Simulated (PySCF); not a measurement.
PySCF input for C₂H₆N, SMILES C[CH]N, multiplicity 2, PBE-D3(BJ)/def2-TZVP. The structure is a stationary point at PBE-D3(BJ)/def2-TZVP. The isomer is the one that the SMILES or the coordinates give; other isomers of the formula were not compared. Other conformers were not sampled.

```python
import numpy as np
from pyscf import gto, scf, dft, df
from pyscf.hessian import thermo

mol = gto.M(
    atom='''
    C    -1.23966381    0.21668356    0.07217725
    C     0.04717904   -0.52660850    0.09200600
    N     1.21870230    0.19444042   -0.17691646
    H    -2.07098411   -0.43456325    0.37375655
    H    -1.22353040    1.07501451    0.76841910
    H    -1.48940037    0.63129272   -0.92850793
    H     0.07358486   -1.57276577   -0.21778099
    H     1.25232488    1.11543865    0.26020714
    H     2.08199761   -0.31595020   -0.00277818
    ''',
    basis='def2-TZVP',
    charge=0,
    spin=1,
    max_memory=1600,
    verbose=3,
)
mf = dft.UKS(mol, xc='pbe').density_fit(auxbasis='def2-universal-jkfit')
mf.disp = 'd3bj'
mf.grids.level = 3
mf.conv_tol = 1e-11
mf.max_cycle = 100
mf.kernel()
fine, coarse = mf.grids, dft.Grids(mol).set(level=1).build(with_non0tab=True)
for _ in range(3):  # follow internal instabilities
    mf.grids = coarse
    mo, _, stable, _ = mf.stability(return_status=True, nroots=4)
    mf.grids = fine
    if stable:
        break
    mf.kernel(mf.make_rdm1(mo, mf.mo_occ))

# [left out here: the lines that compute and print the analytic Hessian (its translational invariance restored by hand, since the grid's response is missing), thermochemistry and intensities]
```

It prints:

```

WARN: HOMO -0.151108970211602 >= LUMO -0.151108970211602

converged SCF energy = -134.395690943423  <S^2> = 0.75280097  2S+1 = 2.002799
<class 'pyscf.df.df_jk.DFUKS'> wavefunction is stable in the internal stability analysis

WARN: DFTD3 does not support analytical Hessian, using finite difference


WARN: Mole.unit (angstrom) is changed to Bohr

Mode                                 0                   1                   2
Irrep
Freq [cm^-1]                      189.6599            324.4975            382.0395
Reduced mass [au]                   1.1011              1.1637              2.2170
Force const [Dyne/A]                0.0233              0.0722              0.1906
Char temp [K]                     272.8783            466.8796            549.6698
Normal mode                   x     y     z       x     y     z       x     y     z
       0   C                -0.00 -0.00  0.00   -0.02 -0.01 -0.03   -0.11 -0.03  0.02
       1   C                -0.01 -0.01 -0.06    0.01  0.02  0.09   -0.01  0.13 -0.06
       2   N                 0.01  0.02  0.05   -0.01  0.02 -0.02    0.12 -0.04  0.00
       3   H                 0.07  0.13  0.51   -0.03 -0.04 -0.13    0.06 -0.23  0.04
       4   H                 0.23  0.27 -0.34   -0.15  0.00 -0.05   -0.27 -0.06  0.06
       5   H                -0.30 -0.39 -0.09    0.12 -0.05 -0.08   -0.28 -0.05  0.05
       6   H                -0.02  0.04 -0.23    0.00  0.05 -0.01   -0.00  0.05  0.20
       7   H                 0.03 -0.07  0.24    0.32 -0.20  0.43    0.27 -0.04 -0.02
       8   H                -0.01 -0.04 -0.06   -0.02 -0.19 -0.65   -0.01 -0.22  0.13
Mode                                 3                   4                   5
Irrep
Freq [cm^-1]                      551.7544            694.1784            914.5146
Reduced mass [au]                   1.1916              1.3050              1.9671
Force const [Dyne/A]                0.2137              0.3705              0.9693
Char temp [K]                     793.8517            998.7681           1315.7829
Normal mode                   x     y     z       x     y     z       x     y     z
       0   C                -0.03 -0.00  0.01   -0.00  0.01 -0.02    0.16  0.01  0.00
       1   C                 0.01  0.02  0.10    0.00  0.01 -0.04   -0.03  0.08 -0.02
       2   N                 0.03 -0.03 -0.01   -0.02 -0.03  0.12   -0.09 -0.03  0.01
       3   H                 0.00 -0.08 -0.05    0.04 -0.02  0.04    0.43 -0.36 -0.03
       4   H                -0.18  0.03 -0.04    0.03 -0.03  0.03   -0.20 -0.00  0.01
       5   H                 0.03 -0.12 -0.06   -0.11  0.05  0.03   -0.03 -0.17 -0.03
       6   H                -0.14  0.25 -0.76    0.05 -0.01  0.05   -0.21  0.07  0.02
       7   H                 0.04  0.09 -0.28    0.08  0.24 -0.53   -0.08 -0.04  0.03
       8   H                 0.03  0.01  0.08    0.16  0.09 -0.58   -0.13 -0.08  0.03
Mode                                 6                   7                   8
Irrep
Freq [cm^-1]                      965.5549            989.8437           1171.3829
Reduced mass [au]                   1.3435              1.4140              1.4946
Force const [Dyne/A]                0.7380              0.8163              1.2083
Char temp [K]                    1389.2185           1424.1647           1685.3592
Normal mode                   x     y     z       x     y     z       x     y     z
       0   C                -0.04  0.10  0.03   -0.01  0.04 -0.12   -0.02  0.10  0.02
       1   C                 0.04 -0.07 -0.02    0.03 -0.02  0.09    0.09 -0.06 -0.02
       2   N                 0.05 -0.02 -0.01   -0.01 -0.01 -0.02   -0.07 -0.01  0.01
       3   H                 0.09 -0.13 -0.08    0.23 -0.12  0.23    0.06 -0.05 -0.05
       4   H                -0.42  0.14 -0.02    0.17 -0.24  0.23   -0.29  0.10  0.02
       5   H                -0.08 -0.14 -0.05   -0.54  0.29  0.13   -0.11 -0.10 -0.03
       6   H                -0.23 -0.11  0.09    0.04  0.01 -0.05    0.63 -0.04 -0.06
       7   H                -0.35 -0.08  0.16   -0.09 -0.06  0.11    0.13  0.01 -0.06
       8   H                 0.30  0.35 -0.14    0.04  0.06  0.01   -0.21 -0.21  0.11
Mode                                 9                  10                  11
Irrep
Freq [cm^-1]                     1250.7405           1346.2856           1399.6669
Reduced mass [au]                   2.2290              1.2031              1.6036
Force const [Dyne/A]                2.0544              1.2848              1.8509
Char temp [K]                    1799.5371           1937.0053           2013.8090
Normal mode                   x     y     z       x     y     z       x     y     z
       0   C                 0.04  0.04 -0.01   -0.09  0.06 -0.00   -0.08  0.01 -0.03
       1   C                -0.10 -0.14  0.01   -0.05  0.01  0.00    0.15 -0.02 -0.03
       2   N                 0.05  0.11 -0.00    0.02 -0.01 -0.01   -0.05  0.02  0.02
       3   H                 0.14 -0.11 -0.03    0.31 -0.38  0.11    0.09 -0.02  0.35
       4   H                -0.07 -0.05  0.10    0.41 -0.11  0.17   -0.06 -0.04  0.04
       5   H                -0.10 -0.14 -0.04    0.43 -0.21 -0.21    0.32  0.14 -0.05
       6   H                -0.22 -0.16  0.05    0.24  0.02 -0.01   -0.48 -0.06  0.07
       7   H                 0.41  0.16 -0.15   -0.04 -0.02  0.03    0.07  0.05 -0.07
       8   H                -0.10 -0.14  0.07    0.09  0.10 -0.02   -0.18 -0.19  0.05
Mode                                12                  13                  14
Irrep
Freq [cm^-1]                     1414.9323           1438.7109           1590.4549
Reduced mass [au]                   1.1324              1.0867              1.1299
Force const [Dyne/A]                1.3357              1.3252              1.6840
Char temp [K]                    2035.7725           2069.9847           2288.3105
Normal mode                   x     y     z       x     y     z       x     y     z
       0   C                 0.05 -0.01 -0.05    0.00  0.04 -0.00   -0.00 -0.00 -0.00
       1   C                -0.07  0.01 -0.01    0.06  0.03 -0.01    0.02  0.01 -0.02
       2   N                 0.02 -0.01 -0.01   -0.02 -0.01  0.01   -0.08 -0.04 -0.01
       3   H                -0.03  0.33  0.52   -0.25  0.23 -0.22   -0.03  0.04  0.01
       4   H                -0.47 -0.25  0.28    0.17 -0.33  0.42   -0.01 -0.02  0.01
       5   H                 0.25 -0.06 -0.09   -0.19 -0.57 -0.19   -0.00 -0.01 -0.00
       6   H                 0.20  0.03 -0.03   -0.18  0.01  0.04   -0.05  0.01  0.01
       7   H                -0.05 -0.02  0.02   -0.05 -0.01  0.00    0.66 -0.08  0.08
       8   H                 0.06  0.05 -0.02   -0.05 -0.06 -0.01    0.26  0.56  0.20
Mode                                15                  16                  17
Irrep
Freq [cm^-1]                     2852.3330           2939.3964           3041.7668
Reduced mass [au]                   1.0628              1.0749              1.0911
Force const [Dyne/A]                5.0947              5.4721              5.9479
Char temp [K]                    4103.8721           4229.1370           4376.4252
Normal mode                   x     y     z       x     y     z       x     y     z
       0   C                 0.02 -0.03  0.06   -0.01  0.04  0.06    0.06  0.06 -0.02
       1   C                 0.00 -0.00  0.00    0.00 -0.00 -0.00    0.00 -0.01 -0.00
       2   N                 0.00  0.00 -0.00    0.00  0.00  0.00   -0.00 -0.00 -0.00
       3   H                -0.08 -0.08  0.05    0.16  0.14 -0.04   -0.69 -0.55  0.25
       4   H                 0.01  0.08  0.10   -0.02 -0.72 -0.58    0.00 -0.15 -0.14
       5   H                -0.20  0.34 -0.86   -0.03  0.06 -0.10    0.03 -0.01  0.07
       6   H                 0.00 -0.01 -0.00   -0.00  0.02  0.01   -0.00  0.10  0.03
       7   H                 0.00 -0.00  0.00   -0.01 -0.01 -0.00   -0.00 -0.00 -0.00
       8   H                 0.00  0.00  0.00   -0.00 -0.00 -0.00    0.00 -0.00 -0.00
Mode                                18                  19                  20
Irrep
Freq [cm^-1]                     3104.9773           3417.1493           3526.3041
Reduced mass [au]                   1.0882              1.0474              1.0962
Force const [Dyne/A]                6.1815              7.2059              8.0314
Char temp [K]                    4467.3710           4916.5171           5073.5665
Normal mode                   x     y     z       x     y     z       x     y     z
       0   C                 0.01  0.01  0.00    0.00 -0.00 -0.00   -0.00  0.00  0.00
       1   C                -0.00  0.08  0.02   -0.00  0.00  0.00    0.00 -0.00 -0.00
       2   N                -0.00 -0.00  0.00    0.04  0.03  0.03    0.05 -0.06 -0.01
       3   H                -0.07 -0.05  0.02   -0.00 -0.00  0.00    0.00 -0.00  0.00
       4   H                -0.00 -0.04 -0.03    0.00  0.00  0.00   -0.00 -0.00 -0.00
       5   H                 0.01 -0.00  0.01   -0.00 -0.00  0.00   -0.00  0.00 -0.00
       6   H                 0.02 -0.91 -0.25    0.00 -0.01 -0.00   -0.00  0.02  0.00
       7   H                -0.00  0.02  0.01   -0.01 -0.72 -0.31    0.02  0.50  0.24
       8   H                -0.00  0.01 -0.00   -0.49  0.30 -0.07   -0.66  0.39 -0.12
temperature 298.1500 [K]
pressure 101325.00 [Pa]
Rotational constants [GHz] 42.09655 9.08871 7.94331
Symmetry number 1
Zero-point energy (ZPE) 0.07633 [Eh]   200411.246 [J/mol]
                           tot       elec      trans        rot        vib
Entropy [J/mol/K]       279.238      5.763    155.963     92.824     24.688
Cv [J/mol/K]             63.146      0.000     12.472     12.472     38.202
Cp [J/mol/K]             71.460      0.000     20.786     12.472     38.202
Internal energy [J/mol]                      3718.434   3718.434 205125.893
Internal energy [Eh]   -134.31473  -134.39569
Enthalpy [J/mol]                             6197.391   3718.434 205125.893
Enthalpy [Eh]          -134.31379
Gibbs free energy [J/mol]                  -40302.938 -23957.038 197765.137
Gibbs free energy [Eh] -134.34550
mode   freq/cm-1   IR/(km/mol)
   1      189.66         0.471
   2      324.50        27.519
   3      382.04        11.680
   4      551.75        63.011
   5      694.18       182.039
   6      914.51         5.658
   7      965.55         1.099
   8      989.84         1.153
   9     1171.38         2.843
  10     1250.74        14.876
  11     1346.29         1.208
  12     1399.67        16.555
  13     1414.93        15.665
  14     1438.71         2.484
  15     1590.45        42.261
  16     2852.33        85.148
  17     2939.40        37.593
  18     3041.77        14.185
  19     3104.98        22.785
  20     3417.15         0.568
  21     3526.30         5.813
max |gradient| / (hartree/bohr): 5.1909620439486145e-05
APT charges: [ 0.1248  0.129  -0.4589  0.0035 -0.0387 -0.0714  0.0021  0.1461  0.1634]
```

The calculation finished and met its thresholds.

Cost: very roughly 3 core-minutes.
